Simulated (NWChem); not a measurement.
# AlCl, singlet; SMILES [Al][Cl]

```xyz
2

Al     0.0000     0.0000    -1.2092
Cl     0.0000     0.0000     0.9377
```
Atoms are numbered in this order, from 1.

Low-valent species are run as closed-shell singlets; no triplet was tried in these runs. Geometry: optimised at PBE0/def2-SVP.

Question: List the 6 lowest vertical singlet excitations from PBE/6-31G* (spherical d), TDA (NWChem).

Answer: 
```
state  energy (eV)  oscillator strength  leading excitation (squared amplitude)
-----  -----------  -------------------  --------------------------------------
S1            4.80                0.243                    HOMO → LUMO+1 (0.92)
S2            4.80                0.243                      HOMO → LUMO (0.92)
S3            5.46                0.000                  HOMO−2 → LUMO+1 (0.48)
S4            5.54                0.000                  HOMO−2 → LUMO+1 (0.48)
S5            5.54                0.000                    HOMO−2 → LUMO (0.48)
S6            6.21                0.021                    HOMO → LUMO+2 (0.41)
```
